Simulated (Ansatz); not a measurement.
CH$_{6}$ClO$_{2}$ScSi (`C[O][Sc]([Cl])[O][SiH3]`). Total charge 0; spin multiplicity 1. The structure was optimised at the PBE0-D4/def2-TZVP level. It is one conformer, not always the lowest.

```xyz
12

C     1.066    1.098    2.412
O     1.074    0.864    1.043
Sc    0.962    0.478   -0.750
Cl    2.580    1.240   -2.231
O    -0.493   -0.550   -1.350
Si   -1.789   -1.444   -1.777
H     0.213    0.604    2.890
H     1.986    0.720    2.872
H     1.002    2.172    2.618
H    -1.770   -1.729   -3.237
H    -3.046   -0.716   -1.450
H    -1.785   -2.738   -1.040
```

(1) What is the dipole moment at ωB97M-V/def2-TZVPP? (Best estimate.)

(2) And with PBE, r2SCAN, B3LYP? (Estimate.)

(3) Give the Mulliken charges with ωB97M-V, B3LYP, PBE in def2-TZVPP. (Best estimate.)

## Answers

(1) Computed: 2.94 D, with components (-1.01, -0.15, 2.76) D in this frame, pointing from negative to positive charge.

(2) Ansatz gave: PBE 3.03 D, r2SCAN 3.04 D, B3LYP 2.99 D.

(3) Computed: 
```tsv
atom	ωB97M-V	B3LYP	PBE
C1	-0.16	-0.10	-0.12
O2	-0.49	-0.52	-0.44
Sc3	1.00	1.09	0.95
Cl4	-0.28	-0.32	-0.30
O5	-0.56	-0.57	-0.49
Si6	0.28	0.37	0.30
H7	0.11	0.10	0.10
H8	0.11	0.10	0.10
H9	0.11	0.10	0.10
H10	-0.04	-0.08	-0.06
H11	-0.05	-0.08	-0.07
H12	-0.05	-0.08	-0.07
```

B3LYP here is the variant with VWN-RPA as its local correlation; programs differ in this.
